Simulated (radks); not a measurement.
Values are calculated unless marked as measured or tabulated.
Problem. Ionisation of Au, [Xe] 4f14 5d10 6s1, to Au+, [Xe] 4f14 5d10, under several functionals. Scalar-relativistic Kohn-Sham, spin-polarised, spherical densities, point nucleus; open shells are filled with parallel spins first (spin-orbit coupling, left out, can overturn this in heavy ions); a radial shooting solver on a logarithmic mesh with Libxc functionals. Known Delta-SCF values: LDA (Slater exchange, Perdew-Zunger correlation) 9.908 eV; AM05 9.580 eV. What does exchange-only PBE give, and what is its highest occupied eigenvalue?

Solution. 8.958 eV by Delta-SCF; the 6s eigenvalue is -5.485 eV. NIST: 9.226 eV (measured).
